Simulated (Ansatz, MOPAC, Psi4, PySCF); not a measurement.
Molecule: CH2NS (charge 0, doublet). SMILES: N[C]=S
Geometry from a B3LYP-D3(BJ)/def2-TZVP (Ansatz, a first-principles code) optimisation:
```
N
H 1 1.0071
C 1 1.3129 2 120.60
H 1 1.0157 2 117.02 3 180.00
S 3 1.5929 1 136.94 2 180.00
```
Charge 0, spin multiplicity 2.

Quantity: vertical ionisation energy to the singlet, in eV. Conventions: each state is the SCF solution reached for its charge and spin; PM7 with its own dispersion and hydrogen-bond terms; frozen cores in correlated levels; 6-311+G** with 5d, 6d on Na to Ar in Ansatz; no spin-orbit coupling; no dispersion term unless named; UHF or UKS for open shells; non-relativistic; 6-31G* and kin with 6d, 5d where marked. Ab initio and DFT rows: single points at B3LYP-D3(BJ) geometries (Ansatz). Semi-empirical rows: differences of heats of formation at the shared geometry for vertical values.

```tsv
level	program	vertical ionisation energy to the singlet (eV)
PM3	MOPAC	8.89
PM7	MOPAC	8.16
HF/6-31G*	Ansatz	7.95
HF/6-311+G**	Ansatz	8.02
PBE/6-31G*	Ansatz	7.71
B3LYP/3-21G	Ansatz	7.94
B3LYP/6-31G*	Ansatz	7.92
B3LYP/6-311+G**	Ansatz	8.10
wB97X-D/6-31G*	Psi4	8.00
MP2/6-311+G**	Ansatz	7.39
PBE/def2-TZVPD	Ansatz	7.88
M06-2X/def2-TZVPD	PySCF	8.04
wB97M-V/def2-TZVPD	Ansatz	7.94
```

No value to compare with is used here. The 10 habitual levels span 7.39 (MP2/6-311+G**) to 8.89 eV (PM3); M06-2X/def2-TZVPD gives 8.04.

The levels are drawn from those run, B3LYP/6-31G* more often than the rest, none by its result; runs whose electronic state is in doubt are left out.
